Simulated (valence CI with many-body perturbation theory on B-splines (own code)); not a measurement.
## E1 transitions of Br30+

Level of theory: relativistic CI+MBPT: three valence electrons over a frozen Dirac-Fock core [He], a basis of 11 s, 11 p, 9 d, 7 f, 5 g, 2 h, 1 i functions for each j, with the one-electron correlation potential Σ1 (screened to all orders), the two-electron term Σ2, the three-electron term Σ3, Breit, model QED; selected single and double excitations, second order for the rest (own B-spline code, finite nucleus).

The last digits are not significant, and no measured levels were compared; by estimate large intervals hold to a few tenths of a per cent, small ones and those within an open d or f shell to about a per cent.

Lines 151 to 200 of 260 in falling wavelength, among levels below 166.74 Ry, chosen from the strongest by gf and those to the six lowest levels. Wavelengths and rates use the calculated energies. Electric multipoles are in the length gauge, E1 and E2 with the static RPA response of the core. Weak lines are less certain than strong ones. Lines between different terms over intervals too small for the method are left out, as are lines whose strength nearly cancels. The highest levels of a list are the least certain.

Levels are named by their leading jj configuration (3d3/2^4 stands for four electrons in 3d with j = 3/2), which in mixed levels can hold well under half, so a name can repeat and another be missing. Letters in brackets count levels of one name in rising energy.

```tsv
λ vac (nm)	Upper	Lower	A (s⁻¹)	S (a.u.)
0.6202	(2s 2p1/2 3d5/2) J=5/2 [b]	(2s 2p1/2 2p3/2) J=5/2	1.24e+12	8.79e-04
0.6199	(2s 2p3/2 3d3/2) J=1/2 [a]	(2s 2p1/2 2p3/2) J=3/2 [b]	3.79e+11	8.91e-05
0.6198	(2s 2p3/2 3d5/2) J=3/2 [a]	(2s 2p1/2 2p3/2) J=1/2	1.24e+13	5.85e-03
0.6196	(2s 2p1/2 3d5/2) J=5/2 [a]	(2s 2p1/2 2p3/2) J=3/2 [a]	4.00e+13	2.82e-02
0.6186	(2s 2p1/2 3d3/2) J=3/2 [b]	(2s 2p1/2 2p3/2) J=3/2 [a]	1.45e+13	6.77e-03
0.6185	(2s 2p1/2 3d3/2) J=1/2	(2s 2p1/2 2p3/2) J=3/2 [a]	3.05e+12	7.13e-04
0.6183	(2s 2p3/2 3d5/2) J=5/2 [a]	(2s 2p1/2 2p3/2) J=3/2 [b]	2.29e+12	1.60e-03
0.6168	(2s 2p3/2 3d5/2) J=3/2 [a]	(2s 2p1/2 2p3/2) J=3/2 [b]	3.64e+12	1.69e-03
0.6152	(2s 2p1/2 3d5/2) J=5/2 [b]	(2s 2p1/2 2p3/2) J=3/2 [a]	7.09e+12	4.89e-03
0.6146	(2s 2p1/2 3p1/2) J=3/2	(2s^2 2p3/2) J=3/2	1.71e+12	7.83e-04
0.6144	(2s 2p3/2 3d3/2) J=5/2 [b]	(2s 2p3/2^2) J=5/2	5.13e+12	3.53e-03
0.6141	(2s 2p3/2 3d5/2) J=7/2 [b]	(2s 2p3/2^2) J=5/2	3.59e+13	3.28e-02
0.6139	(2s 2p3/2 3d5/2) J=1/2	(2s 2p1/2 2p3/2) J=3/2 [b]	6.09e+11	1.39e-04
0.6134	(2s 2p1/2 3d3/2) J=3/2 [a]	(2s 2p1/2^2) J=1/2	4.53e+12	2.06e-03
0.6107	(2s 2p1/2 3p3/2) J=3/2 [a]	(2s^2 2p3/2) J=3/2	4.18e+11	1.88e-04
0.6105	(2s 2p3/2 3d3/2) J=7/2	(2s 2p1/2 2p3/2) J=5/2	6.67e+13	5.99e-02
0.6105	(2s 2p3/2 3d3/2) J=5/2 [a]	(2s 2p1/2 2p3/2) J=5/2	4.76e+13	3.21e-02
0.6099	(2s 2p3/2 3d3/2) J=3/2 [a]	(2s 2p1/2 2p3/2) J=5/2	2.36e+13	1.06e-02
0.6095	(2s 2p3/2 3d3/2) J=3/2 [b]	(2s 2p1/2 2p3/2) J=1/2	3.18e+13	1.42e-02
0.6087	(2s 2p1/2 3p3/2) J=1/2	(2s^2 2p3/2) J=3/2	6.43e+11	1.43e-04
0.6084	(2s 2p1/2 3p3/2) J=5/2	(2s^2 2p3/2) J=3/2	6.63e+11	4.42e-04
0.6084	(2s 2p1/2 3d3/2) J=3/2 [b]	(2s 2p1/2^2) J=1/2	6.35e+13	2.82e-02
0.6083	(2s 2p1/2 3d3/2) J=1/2	(2s 2p1/2^2) J=1/2	1.01e+14	2.24e-02
0.6081	(2s 2p3/2 3d5/2) J=5/2 [a]	(2s 2p1/2 2p3/2) J=5/2	3.64e+12	2.43e-03
0.6080	(2s 2p3/2 3d3/2) J=1/2 [b]	(2s 2p1/2 2p3/2) J=1/2	4.84e+13	1.07e-02
0.6071	(2s 2p1/2 3p3/2) J=3/2 [b]	(2s^2 2p3/2) J=3/2	3.46e+11	1.53e-04
0.6070	(2s 2p3/2 3d3/2) J=5/2 [b]	(2s 2p1/2 2p3/2) J=3/2 [b]	7.29e+13	4.83e-02
0.6065	(2s 2p3/2 3d3/2) J=3/2 [b]	(2s 2p1/2 2p3/2) J=3/2 [b]	1.75e+13	7.71e-03
0.6057	(2s 2p1/2 3d5/2) J=3/2	(2s 2p1/2^2) J=1/2	4.11e+12	1.80e-03
0.6056	(2s 2p3/2 3d3/2) J=5/2 [a]	(2s 2p1/2 2p3/2) J=3/2 [a]	2.74e+13	1.80e-02
0.6056	(2s^2 3d3/2) J=3/2	(2s^2 2p1/2) J=1/2	6.32e+13	2.77e-02
0.6052	(2s 2p3/2 3d5/2) J=7/2 [a]	(2s 2p1/2 2p3/2) J=5/2	4.53e+12	3.96e-03
0.6051	(2s 2p3/2 3d3/2) J=1/2 [b]	(2s 2p1/2 2p3/2) J=3/2 [b]	4.34e+12	9.50e-04
0.6050	(2s 2p3/2 3d3/2) J=3/2 [a]	(2s 2p1/2 2p3/2) J=3/2 [a]	4.92e+13	2.15e-02
0.6049	(2s 2p3/2 3d5/2) J=5/2 [b]	(2s 2p1/2 2p3/2) J=3/2 [b]	2.41e+12	1.58e-03
0.6048	(2s 2p3/2 3d3/2) J=1/2 [a]	(2s 2p1/2 2p3/2) J=3/2 [a]	6.70e+13	1.46e-02
0.6040	(2p1/2 2p3/2 3p1/2) J=1/2	(2s 2p1/2 2p3/2) J=3/2 [b]	2.71e+12	5.89e-04
0.6038	(2s 2p3/2 3d5/2) J=3/2 [b]	(2s 2p1/2 2p3/2) J=3/2 [b]	4.68e+11	2.03e-04
0.6018	(2s 2p3/2 3d5/2) J=3/2 [a]	(2s 2p1/2 2p3/2) J=3/2 [a]	1.86e+11	7.99e-05
0.6012	(2p1/2 2p3/2 3p3/2) J=1/2 [a]	(2s 2p1/2 2p3/2) J=1/2	9.11e+12	1.95e-03
0.6011	(2s 2p1/2 3p1/2) J=1/2 [a]	(2s^2 2p1/2) J=1/2	6.26e+12	1.34e-03
0.6007	(2p1/2 2p3/2 3p1/2) J=5/2	(2s 2p1/2 2p3/2) J=3/2 [b]	7.46e+11	4.79e-04
0.5991	(2p1/2 2p3/2 3p1/2) J=3/2 [b]	(2s 2p1/2 2p3/2) J=1/2	5.55e+12	2.36e-03
0.5990	(2s 2p3/2 3p1/2) J=3/2 [a]	(2s^2 2p3/2) J=3/2	8.13e+12	3.45e-03
0.5990	(2p1/2 2p3/2 3p3/2) J=5/2 [a]	(2s 2p1/2 2p3/2) J=3/2 [b]	6.75e+11	4.30e-04
0.5986	(2s 2p1/2 3p1/2) J=3/2	(2s^2 2p1/2) J=1/2	5.22e+12	2.21e-03
0.5983	(2p1/2 2p3/2 3p3/2) J=1/2 [a]	(2s 2p1/2 2p3/2) J=3/2 [b]	2.10e+12	4.45e-04
0.5982	(2s 2p3/2 3p1/2) J=5/2	(2s^2 2p3/2) J=3/2	1.30e+13	8.23e-03
0.5975	(2p1/2 2p3/2 3p3/2) J=3/2 [a]	(2s 2p1/2 2p3/2) J=3/2 [b]	8.04e+12	3.38e-03
0.5972	(2p1/2 2p3/2 3p3/2) J=3/2 [b]	(2s 2p1/2 2p3/2) J=1/2	6.14e+12	2.58e-03
```
